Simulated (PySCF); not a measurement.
## Electron correlation in Ru (ruthenium, neutral)

[Kr] 4d7 5s1, high-spin 5F determinant. All numbers are calculated (PySCF 2.14, scalar relativity by spin-free X2C-1e, in x2c-TZVPPall). Frozen: [Ar] 3d10; 16 electrons correlated.

```tsv
level	correlation energy (mhartree)
CCSD	-478.57
(T)	-14.81
CCSD(T)	-493.38
```

Diagnostics: T1 = 0.014, D1 = 0.0638, largest double amplitude 0.026.

Problem. Is a single reference adequate?

Solution. Yes, within this model without spin-orbit coupling: T1 lies below 0.03 and no double amplitude reaches 0.07.

This basis was not built for core-valence correlation, so the inner-shell part is incomplete.
